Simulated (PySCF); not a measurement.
Q: What does the PBE0-D3(BJ)/def2-SVP structure of `PB(OC)OC` look like in three dimensions?

A: 
Z-matrix in Å and degrees, rows numbered from 1:
```
C 
O   1  1.4078
B   2  1.3525  1  122.64
P   3  1.9456  2  117.51  1  -173.73
O   3  1.3590  2  119.41  1     1.53
C   5  1.4014  3  123.43  2  -179.38
H   1  1.1020  2  109.85  3   103.29
H   1  1.1000  2  111.94  3   -17.55
H   1  1.1000  2  108.66  3  -138.47
H   4  1.4276  3   96.57  2  -128.77
H   4  1.4230  3   95.62  2   -32.83
H   6  1.0994  5  108.53  3   161.58
H   6  1.1040  5  111.94  3    42.11
H   6  1.1031  5  111.28  3   -79.40
```

P4 (three-coordinate phosphorus) is pyramidal (angles 96.6°, 95.6° and 95.2°, sum 287.4°, 0.80 Å off the plane of its three neighbours). Of the pairs four or more bonds apart, O5···H8 is among the closest relative to their van der Waals radii: 2.37 Å, 87 % of the sum of Bondi's values. B3 (three-coordinate boron) is planar (angles 122.9°, 119.4° and 117.5°, sum 359.8°, 0.04 Å off the plane of its three neighbours).

The calculation used PBE0-D3(BJ)/def2-SVP geometry optimisation, gas phase in PySCF.

Not checked by PBE0-D3(BJ)/def2-SVP frequencies. The numbers are those of one conformer (C1–O2–B3–P4 -174°, O2–B3–P4–H -129° and -33°, O2–B3–O5–C6 -179°).
